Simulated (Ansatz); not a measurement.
Correlation energies of C₂H₅O₂Si (`[CH]=C[SiH](O)O`) radical by basis set

```xyz
10

C     0.6365    2.0080    0.0762
C     1.0862    0.7851    0.0067
Si   -0.0470   -0.6720    0.2455
O    -1.5396   -0.0158    0.4458
O     0.0389   -1.7083   -1.0255
H    -0.3223    2.4712    0.2697
H     2.1401    0.5942   -0.2065
H     0.3271   -1.5158    1.4041
H    -2.2511   -0.6104    0.6867
H    -0.0687   -1.3362   -1.9028
```

The species carries charge 0 and has multiplicity 2. The structure was optimised at the PBE0-D4/def2-TZVP level. It is one conformer, not always the lowest. Frozen core, unrestricted reference, the Gaussian-basis code of Ansatz. CBS rows extrapolate triple and quadruple zeta; past MP2 they add the triple-zeta difference.

| basis | HF (Eh) | MP2 corr. |
| --- | --- | --- |
| def2-TZVPP | -517.45289 | -0.87511 |
| def2-QZVPP | -517.47301 | -0.94352 |

(1) Estimate the CCSD correlation energy and the (T) correction in each basis where they were run (hartree).

## Answers

(1) 
```tsv
basis	CCSD corr.	(T)
def2-TZVPP	-0.91615	-0.03624
CBS(def2)	-1.03523	as TZ
```

The UHF reference is spin-contaminated (⟨S²⟩ = 0.92, T1 = 0.028).
